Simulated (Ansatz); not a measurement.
Reaction (substitution at a C–In bond): `[SiH3][CH2][InH2]` + `B[SiH2]O` → `B[SiH2]OC[SiH3]` + `[InH3]`

Calculated with Ansatz (gas phase, PBE0-D4/def2-TZVP geometries, no zero-point term in ΔE). CBS: MP2 limit from def2 TZ/QZ plus the TZ coupled-cluster correction, frozen cores. DFT in def2-TZVPP. def2 core potentials past Kr. For In outer-core shells are correlated without core-valence functions, which leaves a few kJ/mol of doubt a bond. Each species was taken in one conformer, which may not be the lowest.

CCSD(T)/CBS gives +112.0 kJ/mol.

Question: Another level gave +100.9 kJ/mol. Which?
A. HF/def2-TZVPP
B. ωB97X-V/def2-TZVPP
C. r2SCAN-D4/def2-TZVPP
D. MP2/def2-TZVPP

Answer: C. r2SCAN-D4 100.9, MP2/def2-TZVPP 118.4, ωB97X-V 92.9, HF/def2-TZVPP 86.2 kJ/mol.

Largest T1 diagnostic among the species: 0.014.

In def2-TZVPP, CCSD(T) changes the Hartree–Fock value by +19.2 kJ/mol (the triples alone add +1.9 kJ/mol) and MP2 by +32.1 kJ/mol.
